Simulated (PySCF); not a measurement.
InH, SMILES [InH] (connectivity only; charge and spin as stated), neutral, multiplicity 1. Atoms are numbered in the order given.

```xyz
2

In     0.0000     0.0000    -0.0373
H      0.0000     0.0000     1.8257
```

Geometry optimised at B3LYP-D3(BJ)/def2-TZVPD. The def2 effective core potentials stand for the cores of In; spin–orbit coupling is left out.

Level of theory: PySCF with HF/def2-TZVPD.

Isolated molecule, no solvent.

Problem. Estimate the frontier levels, gap, dipole moment and polarisability. (Estimate from the structure and the level; the computed values follow.)

Solution. 
| Item | Value |
|---|---|
| highest occupied level | -7.68 eV |
| lowest empty level | 0.45 eV |
| orbital gap | 8.13 eV |
| dipole moment | 0.65 D |
| quadrupole, principal values (traceless, Buckingham form, about the centre of nuclear charge) | -10.40, 5.20, 5.20 D·Å |
| mean static polarisability | 55.7 bohr³ (8.26 Å³) |
| polarisability, principal values | 51.7, 51.7, 63.9 bohr³ |
